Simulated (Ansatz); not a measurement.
**Pulling the pair apart**

The pair of Cl⁻ (SMILES [Cl-], atom 1) and HCN (SMILES C#N, atoms 2–4), both closed shells, in one local arrangement (a lower one may exist), relaxed at PBE0-D4/def2-TZVPD:

| atom | x (Å) | y (Å) | z (Å) |
| --- | --- | --- | --- |
| Cl1 | -0.2073 | 0.4595 | -2.3036 |
| C2 | 0.0685 | -0.1517 | 0.7608 |
| N3 | 0.1697 | -0.3759 | 1.8849 |
| H4 | -0.0308 | 0.0683 | -0.3422 |

HCN is shifted rigidly along the line between the mean atom positions of the two fragments (negative: closer). Counterpoise interaction energies in kJ/mol. Program: Ansatz 0.2.0. Basis: def2-TZVPPD. Cores are frozen in the correlated methods.

```json
{"shift (Å)": "-0.20", "HF": "-73.1", "PBE-D4": "-96.6", "PBE0-D4": "-98.3"}
{"shift (Å)": "-0.10", "HF": "-82.6", "PBE-D4": "-101.6", "PBE0-D4": "-103.2"}
{"shift (Å)": "0.00", "HF": "-87.8", "PBE-D4": "-103.0", "PBE0-D4": "-104.6"}
{"shift (Å)": "0.10", "HF": "-89.9", "PBE-D4": "-102.0", "PBE0-D4": "-103.5"}
{"shift (Å)": "0.24", "HF": "-89.5", "PBE-D4": "-98.2", "PBE0-D4": "-99.4"}
{"shift (Å)": "0.50", "HF": "-83.3", "PBE-D4": "-87.6", "PBE0-D4": "-88.6"}
{"shift (Å)": "1.00", "HF": "-66.5", "PBE-D4": "-66.8", "PBE0-D4": "-67.5"}
{"shift (Å)": "2.01", "HF": "-41.5", "PBE-D4": "-39.7", "PBE0-D4": "-40.2"}
```

(1) What does CCSD(T) give at these shifts? (To be estimated.)

T1 diagnostic: at most 0.013.

Answers

(1) Computed: -82.2, -89.3, -92.5, -92.9, -90.7, -82.3, -63.8, -38.5 kJ/mol. For zero shift, CCSD(T) at an estimated basis limit (MP2 extrapolated from triple and quadruple zeta, plus CCSD(T) − MP2 in triple zeta) gives -96.9 kJ/mol. These are counterpoise interaction energies, counted from the two frozen fragments.

For scale, one of the runs: CCSD(T)/def2-TZVPPD, 142 basis functions, launched by `ansatz run in.yaml --threads 2 --pin off --events-out ev --progress --plain --max-ram 5222MiB`. The run took 6 s on 2 CPU threads of an Intel Xeon 6975P-C (shared host), with 0.94 GiB of host memory at its peak.
